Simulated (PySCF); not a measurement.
These compounds are isomers of formula C6H11FOSi.

A. `C=CC(=O)[Si@H](F)C(C)C`
B. `F[C@@H]1CCC=C[C@H]1O[SiH3]`
C. `CC[C@H]1C[Si@](F)(C=O)C1`

Spectrum 1. ¹H NMR (300 MHz, computed): δ 12.33 (m, 1H), 2.04 (m, 2H), 1.67 (m, 1H), 1.46 (m, 2H), 1.41 (m, 2H), 0.97 (t, 3H). ¹³C{¹H} NMR (computed): δ 248.0 (CH), 38.2 (CH2), 33.3 (CH2), 30.0 (CH), 14.5 (CH3).

Spectrum 2. ¹H NMR (300 MHz, computed): δ 5.95 (m, 1H), 5.89 (m, 1H), 5.02 (s, 3H), 4.70 (m, 1H), 4.41 (m, 1H), 2.35 (m, 1H), 2.23 (m, 1H), 2.09 (m, 1H), 1.77 (m, 1H). ¹³C{¹H} NMR (computed): δ 138.1 (CH), 135.1 (CH), 99.2 (CH), 78.8 (CH), 31.4 (CH2), 29.2 (CH2).

Spectrum 3. ¹H NMR (300 MHz, computed): δ 7.51 (m, 1H), 6.62 (m, 1H), 5.84 (m, 1H), 4.96 (m, 1H), 1.40 (m, 1H), 1.16 (d, 3H), 1.11 (d, 3H). ¹³C{¹H} NMR (computed): δ 236.8 (C), 139.9 (CH), 132.9 (CH2), 20.7 (CH), 18.3 (CH3), 16.5 (CH3).

All values are calculated (PySCF 2.14.0 with density-fitted response routines): GFN2-xTB structure, PBE0/pcSseg-1 with gauge-including orbitals. One averaged value for each set of equivalent atoms, single conformer, no solvent, no relativistic terms.

Scale: ¹H, ¹³C vs TMS (reference shieldings calculated alike). Splittings of carbon signals by F and P are missing where no couplings were computed. Where no couplings were computed, multiplicities follow the n + 1 count of equivalent neighbours, and m marks all less simple cases (inequivalent or close neighbours, rings, F or P nearby). Shifts are as computed. Against solution values, carbons near 30 ppm lie about +3 ppm off and those near 130 ppm about +5 ppm. Of 1309 compounds with measured shifts, 239 miss one by over three times the rms of a fit or turn the order of signals round; such compounds aren't used in these exercises.

Task: Which spectrum belongs to which compound?

Result: 1–C, 2–B, 3–A.

- Spectrum 1 (C): 5 ¹³C signals; δC 38.2 is an sp3 CH2; δC 30.0 is an sp3 CH in a ring.
- Spectrum 2 (B): 6 ¹³C signals; δC 138.1 is an alkene CH; δC 135.1 is an alkene CH.
- Spectrum 3 (A): 6 ¹³C signals; δC 139.9 is an α carbon of a C=C–C=O unit; δC 132.9 is a β carbon of a C=C–C=O unit.
